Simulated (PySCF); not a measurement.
From one molecule to another.

First species: C9H6O.
Geometry (GFN2-xTB, Å), atoms numbered from 1 in this order:
```
atom  x, y, z in Å
C1     3.778    0.147   -0.828
C2     2.605    0.101   -0.572
C3     1.225    0.047   -0.269
C4     0.383   -0.805   -0.989
C5    -0.962   -0.855   -0.692
C6    -1.490   -0.057    0.326
C7    -2.919   -0.104    0.646
O8    -3.463    0.544    1.504
C9    -0.643    0.793    1.042
C10    0.701    0.847    0.751
H11    4.802    0.189   -1.052
H12    0.797   -1.418   -1.775
H13   -1.618   -1.512   -1.246
H14   -3.494   -0.812    0.015
H15   -1.070    1.401    1.826
H16    1.360    1.502    1.302
```

Second species: C6H5F.
InChI=1S/C6H5F/c7-6-3-4-1-2-5(4)6/h1-5H/t4-,5-/m0/s1

Levels: PBE0/def2-SVPD for dipole moment, HOMO energy, LUMO energy, HOMO–LUMO gap, static isotropic polarisability and electronic spatial extent ⟨r²⟩ about the centre of nuclear charge; TDDFT PBE0/def2-SVPD for lowest singlet excitation; TDA PBE0/def2-SVPD for lowest triplet excitation (Tamm–Dancoff); GFN2-xTB for rotational constant A and rotational constant C. Geometries: GFN2-xTB. Each structure is a single optimised conformer of the isolated species, non-relativistic unless stated; the electronic structure was computed with PySCF and density fitting.

Dipoles, sizes and rotational constants follow the conformer. The torsions of the flexible species, by atom-mapped SMILES:
- `[CH:1]#[C:2][c:3]1[cH:4][cH:5][c:6]([CH:7]=[O:8])[cH:9][cH:10]1`: C5–C6–C7–O8 180°

Values for the first species:

- Dipole moment: 3.25 D
- HOMO energy: -7.37 eV
- LUMO energy: -2.38 eV
- HOMO–LUMO gap: 4.99 eV
- Lowest singlet excitation: 3.58 eV
- Lowest triplet excitation (Tamm–Dancoff): 3.05 eV
- Static isotropic polarisability: 114.1 au
- Electronic spatial extent ⟨r²⟩ about the centre of nuclear charge: 1671 bohr²
- Rotational constant A: 5.102 GHz
- Rotational constant C: 0.631 GHz

Question: Estimate the same properties for the second species, and the change in each.

Answer: 
```
                                                         property       first     second  second less first
                                                    dipole moment      3.25 D     1.60 D            -1.65 D
                                                      HOMO energy    -7.37 eV   -7.05 eV           +0.32 eV
                                                      LUMO energy    -2.38 eV   -0.46 eV           +1.92 eV
                                                    HOMO–LUMO gap     4.99 eV    6.59 eV           +1.60 eV
                                        lowest singlet excitation     3.58 eV    5.40 eV           +1.82 eV
                         lowest triplet excitation (Tamm–Dancoff)     3.05 eV    3.90 eV           +0.85 eV
                                  static isotropic polarisability    114.1 au    61.1 au           -53.0 au
electronic spatial extent ⟨r²⟩ about the centre of nuclear charge  1671 bohr²  604 bohr²        -1067 bohr²
                                            rotational constant A   5.102 GHz  6.151 GHz         +1.049 GHz
                                            rotational constant C   0.631 GHz  2.071 GHz         +1.440 GHz
```

On the first: The principal polarisabilities are 57.6, 98.9 and 185.9 au; their mean is the isotropic value. In wavenumbers S1 is 28900 cm⁻¹ (1 eV = 8065.54 cm⁻¹).

On the second: S1 lies 1.19 eV below the HOMO–LUMO gap; its leading configuration is HOMO→LUMO, weight 0.97. The principal polarisabilities are 50.0, 64.9 and 68.4 au; their mean is the isotropic value.
